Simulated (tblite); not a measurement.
Species: C4H3O4 (charge -1).
Numbering: `[O:1]=[CH:2][O:3]/[CH:4]=[CH:5]/[C:6](=[O:7])[O-:8]` (hydrogens: H9 on C2; H10 on C4; H11 on C5)

Computed geometry: GFN2-xTB, gas phase.

Task: Give the optimised bond lengths and angles.

Result: 
| bond | length (Å) |
| --- | --- |
| O1=C2 | 1.202 |
| C2–O3 | 1.306 |
| O3–C4 | 1.413 |
| C4=C5 | 1.317 |
| C5–C6 | 1.576 |
| C6=O7, C6–O8 | 1.234 |
| C2–H9 | 1.113 |
| C4–H10 | 1.080 |
| C5–H11 | 1.082 |

Bonds in one row agree within 0.01 Å and their mean is given. A selection of angles:
| angle | degrees |
| --- | --- |
| O1–C2–O3 | 129.5 |
| O1–C2–H9 | 122.4 |
| O3–C2–H9 | 108.1 |
| C2–O3–C4 | 120.4 |
| O3–C4–C5 | 121.4 |
| O3–C4–H10 | 115.2 |
| C5–C4–H10 | 123.4 |
| C4–C5–C6 | 122.0 |
| C4–C5–H11 | 121.6 |
| C6–C5–H11 | 116.4 |
| C5–C6–O7 | 115.6 |
| C5–C6–O8 | 113.9 |
| O7–C6–O8 | 130.5 |

Torsions: O1–C2–O3–C4 0° (synperiplanar); C2–O3–C4–C5 180° (antiperiplanar); O3–C4–C5–C6 180° (antiperiplanar); C4–C5–C6–O7 0° (synperiplanar).

C5 (alkene CH carbon) is planar (angles 122.0°, 121.6° and 116.4°, sum 360.0°, 0.00 Å off the plane of its three neighbours). Of the pairs four or more bonds apart, O1···H10 is among the closest relative to their van der Waals radii: 2.47 Å, 91 % of the sum of Bondi's values. The C–C distances run from 1.317 Å (C4=C5, drawn double) to 1.576 Å (C5–C6, drawn single), a spread of 0.259 Å. C2 (ester carbonyl carbon) is planar (angles 129.5°, 122.4° and 108.1°, sum 360.0°, 0.00 Å off the plane of its three neighbours). C6 (carboxylate carbon) is planar (angles 130.5°, 115.6° and 113.9°, sum 360.0°, 0.00 Å off the plane of its three neighbours). The C–O distances run from 1.202 Å (O1=C2, drawn double) to 1.413 Å (O3–C4, drawn single), a spread of 0.211 Å. C4 (vinylic carbon bearing oxygen) is planar (angles 123.4°, 121.4° and 115.2°, sum 360.0°, 0.00 Å off the plane of its three neighbours).

Point group: Cs (every atom within 0.08 Å of its image). Its lowest GFN2-xTB frequency is 6i cm⁻¹, too small to tell a flat minimum from a shallow saddle. 2 starts were optimised and ended at 0.00 and 1.58 kcal/mol (GFN2-xTB); the lowest of these is shown.

Hardware: an Arm Neoverse V1 with one thread, no GPU, on a shared host. Cost: 0.15 s. That covers the optimisation of the geometry.

One conformer stands for the species.
